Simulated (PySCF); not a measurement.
C₅H₁₀NO, charge +1, singlet, at a GFN2-xTB geometry, with bond 10-1 at 1.3 times its length; DF-M062X/6-31G* run with PySCF.

Input for PySCF:
```python
from pyscf import gto, scf, dft

mol = gto.M(
    atom='''
C     2.101728   -0.116368   -0.200522
N     0.677037   -0.221070   -0.041789
C     0.048470   -1.504079    0.232110
C    -1.396056   -1.141222    0.601537
C    -1.579919    0.273083    0.028689
C    -0.179525    0.741590   -0.160364
O     0.199730    1.956115   -0.437106
H     2.373273    0.907539   -0.446961
H     2.598099   -0.411160    0.724641
H     2.532606   -0.983162   -1.236152
H     0.105006   -2.128562   -0.664589
H     0.577989   -2.014952    1.037267
H    -2.110839   -1.849171    0.191769
H    -1.519514   -1.127312    1.683504
H    -2.152572    0.927869    0.686587
H    -2.087836    0.257907   -0.941003
H    -0.522062    2.601515   -0.493385
''',
    basis='6-31g*',
    charge=1,
    spin=0,
    verbose=4,
)

mf = dft.RKS(mol)
mf.xc = 'm062x'
mf.init_guess = '1e'
mf = mf.density_fit(auxbasis='def2-universal-jkfit')
mf.kernel()
```

### Question
Write the output that PySCF gives for this input, abridged.

### Answer

```
PySCF version 2.14.0

[INPUT] verbose = 4
[INPUT] num. atoms = 17
[INPUT] num. electrons = 54
[INPUT] charge = 1
[INPUT] spin (= nelec alpha-beta = 2S) = 0
[INPUT] symmetry False subgroup None
[INPUT] Mole.unit = angstrom
[INPUT] Symbol           X                Y                Z      unit          X                Y                Z       unit  Magmom
[INPUT]  1 C      2.101728000000  -0.116368000000  -0.200522000000 AA    3.971690308330  -0.219903649663  -0.378931661950 Bohr   0.0
[INPUT]  2 N      0.677037000000  -0.221070000000  -0.041789000000 AA    1.279414506197  -0.417761754358  -0.078969765019 Bohr   0.0
[INPUT]  3 C      0.048470000000  -1.504079000000   0.232110000000 AA    0.091595025258  -2.842297379710   0.438624330773 Bohr   0.0
[INPUT]  4 C     -1.396056000000  -1.141222000000   0.601537000000 AA   -2.638163494556  -2.156597027328   1.136740183792 Bohr   0.0
[INPUT]  5 C     -1.579919000000   0.273083000000   0.028689000000 AA   -2.985614208997   0.516052079275   0.054214352788 Bohr   0.0
[INPUT]  6 C     -0.179525000000   0.741590000000  -0.160364000000 AA   -0.339253082513   1.401401996716  -0.303044040240 Bohr   0.0
[INPUT]  7 O      0.199730000000   1.956115000000  -0.437106000000 AA    0.377434998859   3.696521618154  -0.826010627404 Bohr   0.0
[INPUT]  8 H      2.373273000000   0.907539000000  -0.446961000000 AA    4.484835988825   1.715000157362  -0.844633878362 Bohr   0.0
[INPUT]  9 H      2.598099000000  -0.411160000000   0.724641000000 AA    4.909695554506  -0.776979793376   1.369373028631 Bohr   0.0
[INPUT] 10 H      2.532606000000  -0.983162000000  -1.236152000000 AA    4.785931721430  -1.857906916080  -2.335988728333 Bohr   0.0
[INPUT] 11 H      0.105006000000  -2.128562000000  -0.664589000000 AA    0.198432581436  -4.022399219156  -1.255891195399 Bohr   0.0
[INPUT] 12 H      0.577989000000  -2.014952000000   1.037267000000 AA    1.092240913011  -3.807707434145   1.960150548049 Bohr   0.0
[INPUT] 13 H     -2.110839000000  -1.849171000000   0.191769000000 AA   -3.988907603051  -3.494426747488   0.362390889182 Bohr   0.0
[INPUT] 14 H     -1.519514000000  -1.127312000000   1.683504000000 AA   -2.871465302442  -2.130310936936   3.181361489610 Bohr   0.0
[INPUT] 15 H     -2.152572000000   0.927869000000   0.686587000000 AA   -4.067771543407   1.753418289474   1.297461390687 Bohr   0.0
[INPUT] 16 H     -2.087836000000   0.257907000000  -0.941003000000 AA   -3.945438233007   0.487373595608  -1.778237952394 Bohr   0.0
[INPUT] 17 H     -0.522062000000   2.601515000000  -0.493385000000 AA   -0.986554200043   4.916150858948  -0.932362523969 Bohr   0.0

nuclear repulsion = 327.44457525076
number of shells = 62
number of NR pGTOs = 229
number of NR cGTOs = 118
basis = 6-31g*
ecp = {}

******** <class 'pyscf.df.df_jk.DFRKS'> ********
method = DFRKS
initial guess = 1e
damping factor = 0
level_shift factor = 0
DIIS = <class 'pyscf.scf.diis.CDIIS'>
diis_start_cycle = 1
diis_space = 8
diis_damp = 0
SCF conv_tol = 1e-09
SCF conv_tol_grad = None
SCF max_cycles = 50
direct_scf = False
XC library pyscf.dft.libxc version 7.1.2
    S. Lehtola, C. Steigemann, M. J. T. Oliveira, and M. A. L. Marques,  SoftwareX 7, 1–5 (2018)
XC functionals = m062x
    Y. Zhao and D. G. Truhlar,  Theor. Chem. Acc. 120, 215 (2008)
    Y. Zhao and D. G. Truhlar,  Theor. Chem. Acc. 120, 215 (2008)
radial grids:
    Treutler-Ahlrichs [JCP 102, 346 (1995); DOI:10.1063/1.469408] (M4) radial grids

becke partition: Becke, JCP 88, 2547 (1988); DOI:10.1063/1.454033
pruning grids: <function nwchem_prune>
grids dens level: 3
symmetrized grids: False
atomic radii adjust function: <function treutler_atomic_radii_adjust>
small_rho_cutoff = 0
Set gradient conv threshold to 3.16228e-05
Initial guess from hcore.
  HOMO = -16.2642288684361  LUMO = -16.1773709985312  gap/eV = 2.36352
tot grids = 196656
******** <class 'pyscf.df.df.DF'> ********
auxbasis = def2-universal-jkfit
init E= -256.852027396311
  HOMO = 0.067650111754193  LUMO = 0.0889186117075251  gap/eV = 0.57875
cycle= 1 E= -240.415599001484  delta_E= 16.4  |g|= 9.51  |ddm|= 66.8
  HOMO = -3.45872502707622  LUMO = -3.38723264183565  gap/eV = 1.94541
cycle= 2 E= -213.286924605049  delta_E= 27.1  |g|= 14.4  |ddm|= 66.5
  HOMO = -1.41816860850062  LUMO = -1.38260801658108  gap/eV = 0.96765
cycle= 3 E= -295.017078102821  delta_E= -81.7  |g|= 8.42  |ddm|=   15
  HOMO = -0.419789003187928  LUMO = -0.398531583598014  gap/eV = 0.57844
cycle= 4 E= -311.898211370579  delta_E= -16.9  |g|= 6.27  |ddm|= 14.4
  HOMO = -0.500205422355563  LUMO = -0.368396721822098  gap/eV = 3.58670
cycle= 5 E= -325.58200528595  delta_E= -13.7  |g|= 1.38  |ddm|= 14.6
  HOMO = -0.46320940328502  LUMO = -0.199861018862952  gap/eV = 7.16607
cycle= 6 E= -325.915344898041  delta_E= -0.333  |g|= 0.907  |ddm|= 2.21
  HOMO = -0.529662954591783  LUMO = -0.19191139036632  gap/eV = 9.19069
cycle= 7 E= -326.091775946689  delta_E= -0.176  |g|= 0.269  |ddm|= 0.752
  HOMO = -0.517875221966611  LUMO = -0.17256807370747  gap/eV = 9.39629
cycle= 8 E= -326.101921488235  delta_E= -0.0101  |g|= 0.154  |ddm|= 0.24
  HOMO = -0.522341098885142  LUMO = -0.165899642796676  gap/eV = 9.69927
cycle= 9 E= -326.107391632541  delta_E= -0.00547  |g|= 0.0538  |ddm|= 0.145
  HOMO = -0.519951197290073  LUMO = -0.164859654601559  gap/eV = 9.66253
cycle= 10 E= -326.108102802643  delta_E= -0.000711  |g|= 0.0132  |ddm|= 0.0611
  HOMO = -0.519952038411003  LUMO = -0.164877430089635  gap/eV = 9.66207
cycle= 11 E= -326.108129087965  delta_E= -2.63e-05  |g|= 0.00738  |ddm|= 0.0151
  HOMO = -0.519668035123112  LUMO = -0.165239180441862  gap/eV = 9.64450
cycle= 12 E= -326.10814084014  delta_E= -1.18e-05  |g|= 0.00126  |ddm|= 0.0057
  HOMO = -0.519633773223678  LUMO = -0.165275036043659  gap/eV = 9.64259
cycle= 13 E= -326.108141262405  delta_E= -4.22e-07  |g|= 0.00037  |ddm|= 0.00165
  HOMO = -0.519639888802513  LUMO = -0.165301009212525  gap/eV = 9.64205
cycle= 14 E= -326.108141302345  delta_E= -3.99e-08  |g|= 0.000124  |ddm|= 0.000562
  HOMO = -0.519627894326928  LUMO = -0.165287953442876  gap/eV = 9.64208
cycle= 15 E= -326.108141307046  delta_E= -4.7e-09  |g|= 3.82e-05  |ddm|= 0.000181
  HOMO = -0.519630256945427  LUMO = -0.165291927723164  gap/eV = 9.64204
cycle= 16 E= -326.108141307473  delta_E= -4.27e-10  |g|= 8.33e-06  |ddm|= 5.51e-05
  HOMO = -0.519629970963453  LUMO = -0.165292045490093  gap/eV = 9.64203
Extra cycle  E= -326.108141307485  delta_E= -1.22e-11  |g|= 6.08e-06  |ddm|= 1.67e-05
converged SCF energy = -326.108141307485
```
